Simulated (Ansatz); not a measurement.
`[F][Sn]([SH])([Cl])[Cl]` → F• + `[SH][Sn]([Cl])[Cl]`•  (homolysis of the F–Sn bond)

Gas-phase electronic energies from Ansatz, PBE0-D4/def2-TZVP geometries. CCSD(T)/CBS is the MP2 limit (def2-TZVPP, def2-QZVPP) plus CCSD(T) − MP2 in def2-TZVPP, frozen cores. This one scheme is used for every species, atoms too. Functionals use def2-TZVPP. No spin–orbit coupling; open shells (•) take unrestricted orbitals. Spin–orbit coupling would lower the free atoms: a little for F. def2 core potentials past Kr. Bonds to Sn are less sure, by a few kJ/mol each and by 10 to 20 or more in all where they break to atoms, as the def2 sets lack core-valence functions. Each species was taken in one conformer, which may not be the lowest.

```json
{"level": "r2SCAN-D4", "ΔE (kJ/mol)": "444.2"}
{"level": "CAM-B3LYP-D4", "ΔE (kJ/mol)": "453.4"}
{"level": "HF/def2-TZVPP", "ΔE (kJ/mol)": "306.1"}
{"level": "MP2/CBS(def2)", "ΔE (kJ/mol)": "508.0"}
```

Question: What does CCSD(T)/CBS give? (Estimate.)

Answer: Ansatz gave: +475.1 kJ/mol. The listed levels differ from it by -30.9, -21.7, -169.0, 32.9 kJ/mol.

Largest T1 diagnostic among the species: 0.016.

At CCSD(T), def2-SVP lies −46.6 kJ/mol from the extrapolated value and def2-TZVPP −23.4 kJ/mol: correlation converges slowly with the basis, and small sets miss more of it in the bonded molecule than in its fragments. From PBE to PBE0 (25 % exact exchange), in def2-TZVPP and without D4, ΔE moves by −14.2 kJ/mol: exact exchange takes away binding that semilocal exchange gives to molecules.

CCSD(T)/CBS has its own doubt, a few kJ/mol and more with outer-core shells, so smaller differences from it don't rank the levels.
